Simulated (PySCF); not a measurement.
Stepwise substitution at one centre (B I-SH). Isolated molecules, 0 K electronic values unless said otherwise. One relaxed conformer stands for each flexible species; it need not be the lowest. Strings in code marks are SMILES.

The HOMO–LUMO gap from two functionals at the same geometries (PBE0-D3(BJ)/def2-TZVP), both in PySCF: PBE-D3(BJ)/def2-TZVP and TPSSh-D3(BJ)/def2-TZVP. 

```tsv
species	TPSSh-D3(BJ)/def2-TZVP (eV)
0 of 3 I replaced by SH (`IB(I)I`)	3.92
1 of 3 I replaced by SH (`SB(I)I` (H–S–B–I torsion 180°))	4.65
2 of 3 I replaced by SH	5.38
3 of 3 I replaced by SH	5.79
```

What does PBE-D3(BJ)/def2-TZVP give for each?


- 0 of 3 I replaced by SH (`IB(I)I`): 3.02
- 1 of 3 I replaced by SH (`SB(I)I` (H–S–B–I torsion 180°)): 3.72
- 2 of 3 I replaced by SH: 4.43
- 3 of 3 I replaced by SH: 4.77
Over these rows, drawn at random from the members with no instability flagged (it was tested for open shells, ions and some series alone), PBE minus TPSSh-D3(BJ): mean -0.95 eV, from -1.02 eV to -0.89 eV.
